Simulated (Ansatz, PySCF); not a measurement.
Gas-phase reaction R1 + R2 → P1 + P2, each structure at its B3LYP-D3(BJ)/def2-TZVP stationary point, reached from a drawn start (curvature not checked).
R1: SiH4 (SMILES [SiH4]), charge 0, multiplicity 1.
P1, Si2H6 (SMILES [SiH3][SiH3]) (charge 0, multiplicity 1):
```
atom    x (Å)    y (Å)    z (Å)
----  -------  -------  -------
Si    -1.1661   0.1185  -0.0175
Si     1.1661  -0.1185   0.0175
H     -1.7630  -0.8118  -1.0064
H     -1.5367   1.5059  -0.3883
H     -1.7339  -0.1825   1.3192
H      1.5367  -1.5059   0.3883
H      1.7630   0.8118   1.0064
H      1.7339   0.1825  -1.3192
```
R2: FH3Si (SMILES F[SiH3]), charge 0, multiplicity 1.
P2: HF (SMILES F), charge 0, multiplicity 1.

P less R. No zero-point or thermal terms.

Cores are frozen in the correlated methods.

The values were computed with Ansatz (Gaussian basis) for Hartree–Fock, density functionals and correlated methods; PySCF for the D3/D4 terms. All values are computed, each at the level named.

Task: Give the reaction energy at the level MP2/cc-pV(Q+d)Z.

Result: 32.3 kcal/mol

Task: What reaction energy does BLYP/def2-TZVPP give?

Result: 31.6 kcal/mol

Task: What reaction energy does B3LYP-D3(BJ)/def2-TZVPP give?

Result: 30.2 kcal/mol

Ansatz is a first-principles code.
